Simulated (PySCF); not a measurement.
Computed structure and properties of [DyOF]−

System: [DyOF]− (singlet in the valence; each metal's 4f electrons, 10 of them, lie in its core potential, out of spins and levels); start: template (Cs). Method: PySCF 2.14.0, RKS PBE0, Dy lcecp-0-SVP with ECP56, O def2-SVP, F def2-SVP; non-relativistic Hamiltonian with scalar-relativistic core potentials where named; density fitting; no spin-orbit coupling.

Input of the relaxation:

```python
mol = gto.M(atom='''
Dy     0.05237     0.00000    -0.15019
O      1.81357     0.00000     0.63801
F     -1.97873     0.00000     0.75881''',
    basis={'Dy': 'lcecp-0-SVP', 'O': 'def2-SVP', 'F': 'def2-SVP'},
    ecp={'Dy': 'lcecp-0-SVP'},
    charge=-1, spin=0)
mf = dft.RKS(mol, xc='PBE0')
mf.grids.atom_grid = (50, 194)  # f atoms: unpruned, at least (60, 302)
mf = mf.density_fit()  # fitting sets: Dy AutoAux, O def2-universal-JKFIT, F def2-universal-JKFIT
mf.conv_tol = 1e-08; mf.max_cycle = 55
mf.kernel(dm0)  # dm0: converged density of the start geometry
# quasi-Newton relaxation in Cartesian coordinates to a largest gradient under 0.00045 Eh/bohr, steps kept in the point group
```

Run from Python with OMP_NUM_THREADS=2; the lines above give its settings. Where DIIS fails, smearing, a level shift and second-order steps follow.
It took 8.3 s on 2 threads of Arm Neoverse V2, on a shared host, from the converged density of the start.

Course of the relaxation:

```json
{"step": "0", "energy above end (eV)": "0.1595", "largest force component within the symmetry (eV/Å)": "2.238"}
{"step": "1", "energy above end (eV)": "0.0268", "largest force component within the symmetry (eV/Å)": "0.764"}
{"step": "2", "energy above end (eV)": "0.0059", "largest force component within the symmetry (eV/Å)": "0.197"}
{"step": "3", "energy above end (eV)": "0.0027", "largest force component within the symmetry (eV/Å)": "0.113"}
{"step": "4", "energy above end (eV)": "0.0011", "largest force component within the symmetry (eV/Å)": "0.124"}
{"step": "5", "energy above end (eV)": "0.0003", "largest force component within the symmetry (eV/Å)": "0.091"}
{"step": "6", "energy above end (eV)": "0.0001", "largest force component within the symmetry (eV/Å)": "0.042"}
{"step": "7", "energy above end (eV)": "0.0000", "largest force component within the symmetry (eV/Å)": "0.010"}
```

Relaxed geometry (Cs):

```xyz
3

Dy    0.0090    0.0000   -0.2700
O     1.7926    0.0000    0.7124
F    -1.9144    0.0000    0.8042
```

```
   contact      Å
Dy1–O2 (O)  2.036
Dy1–F3 (F)  2.203
```

On the finer grid (75, 302):

```json
{"HOMO": "not given (4f levels lie in the core)", "LUMO": "not given (4f levels lie in the core)", "Dipole about the centre of mass": "7.91 D", "Set of Mulliken populations of Dy1 outside the core potential": "s 2.21, p 6.32, d 1.18, f 0.04", "D3(BJ) dispersion energy (not in the energies)": "-0.027 eV"}
```

| atom | Mulliken (e) | Löwdin (e) | spin (e) |
| --- | --- | --- | --- |
| Dy1 | 0.26 | 0.12 | 0.00 |
| O2 | -0.67 | -0.62 | 0.00 |
| F3 | -0.58 | -0.50 | 0.00 |

The 4f levels lie in the core potential and are missing. The gap is small, and the closed shell wasn't tested for a lower spin-broken solution. The highest filled level lies above zero, as often for anions with such functionals and bases; it isn't the detachment energy.

On the grid (50, 194), as all that follows. Harmonic modes: a minimum; lowest 116 cm⁻¹ (negative: unstable), highest 575 cm⁻¹, zero-point energy 0.068 eV.

Rigid scan of O along the line from its metal:

```tsv
distance to O2 (Å)	energy (eV)
1.74	1.227
1.84	0.470
1.94	0.102
2.04	0.000
2.14	0.076
2.24	0.266
2.34	0.525
2.49	0.974
```

Taking off one F (charge -1, singlet; the rest: singlet) in vacuum, both parts rigid, costs 4.51 eV; the small basis without counterpoise inflates it.

Rigid scan of F along the line from its metal:

```
distance to F3 (Å)  energy (eV)
              1.90        0.768
              2.00        0.290
              2.10        0.062
              2.20        0.000
              2.30        0.044
              2.40        0.154
              2.60        0.471
              2.90        1.006
              3.30        1.650
              3.80        2.281
```

One start shape was tried, so this needn't be the lowest isomer.

An lcecp potential fixes the number of 4f electrons, so in runs with it no electron can move into or out of that shell; real Dy(II) is rare or takes another configuration.
